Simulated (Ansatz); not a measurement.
Wavefunction ladder for `O=C([CH-]C(=O)C(F)(F)F)C(F)(F)F`

Cartesian coordinates in Å:
```
O -0.251 -0.937 1.445
C 0.339 -0.829 0.375
C 0.290 0.149 -0.633
C -0.476 1.328 -0.711
O -0.447 2.129 -1.646
C -1.448 1.693 0.447
F -2.083 2.845 0.187
F -2.404 0.771 0.628
F -0.815 1.870 1.616
C 1.343 -1.975 0.034
F 1.027 -2.616 -1.111
F 2.606 -1.524 -0.126
F 1.389 -2.903 0.990
H 0.931 -0.001 -1.495
```

Total charge -1; spin multiplicity 1. The geometry is a stationary point of PBE0-D4/def2-TZVPD. It is one conformer, not always the lowest. Frozen core, restricted reference, the Gaussian-basis code of Ansatz. CBS rows extrapolate triple and quadruple zeta; past MP2 they add the triple-zeta difference.

```
      basis     HF (Eh)  MP2 corr.  CCSD corr.       (T)  CCSD(T) total
  def2-SVPD           ?   -2.20935    -2.23099  -0.07471              ?
def2-TZVPPD  -936.73800   -2.74577    -2.74468         ?              ?
def2-QZVPPD  -936.77483          ?           –         –              –
  CBS(def2)  -936.77990          ?    -3.12756     as TZ              ?
```

(1) Fill in the withheld values. (An estimate is asked.)

## Answers

(1) Ansatz gave: def2-SVPD HF (Eh): -935.64245; def2-SVPD CCSD(T) total: -937.94815; def2-TZVPPD (T): -0.10992; def2-TZVPPD CCSD(T) total: -939.59260; def2-QZVPPD MP2 corr.: -2.96573; CBS(def2) MP2 corr.: -3.12866; CBS(def2) CCSD(T) total: -940.01738.
